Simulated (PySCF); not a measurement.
B3LYP on Nb⁻ (niobium, charge -1), [Kr] 4d4 5s2, high-spin 5D determinant. Computed with PySCF 2.14 in aug-cc-pVTZ-PP with ECP28MDF (6s6p5d3f2g, 88 functions), with scalar relativity through the core potential.

```
cycle= 1 E= -56.6851299305849  delta_E= -0.0204  |g|= 0.028  |ddm|= 1.82
cycle= 2 E= -56.6855862481784  delta_E= -0.000456  |g|= 0.0459  |ddm|= 0.215
cycle= 3 E= -56.6873328590091  delta_E= -0.00175  |g|= 0.0046  |ddm|= 0.126
cycle= 4 E= -56.6874400310601  delta_E= -0.000107  |g|= 0.00145  |ddm|= 0.0894
cycle= 5 E= -56.6874548131495  delta_E= -1.48e-05  |g|= 0.000278  |ddm|= 0.0334
cycle= 6 E= -56.687455023498  delta_E= -2.1e-07  |g|= 0.000119  |ddm|= 0.00391
cycle= 7 E= -56.6874550421329  delta_E= -1.86e-08  |g|= 9.77e-06  |ddm|= 0.000507
cycle= 8 E= -56.687455042748  delta_E= -6.15e-10  |g|= 2.61e-06  |ddm|= 0.000212
converged SCF energy = -56.687455042748  <S^2> = 6.043918  2S+1 = 5.0175365
```

Highest occupied orbital energy: 0.749 eV; ⟨L²⟩ = 6.05; populations by l: s 3.99, p 6.00, d 4.01, f 0.00.

(1) Can this result be used?

## Answers

(1) With care. The calculation finished and met its thresholds. Energies and moments cover only the electrons outside the core potential. At B3LYP the highest occupied level has a positive energy, so only the finite basis holds that electron; in a semilocal or global hybrid functional this comes from self-interaction and does not mean that the real anion is unbound.
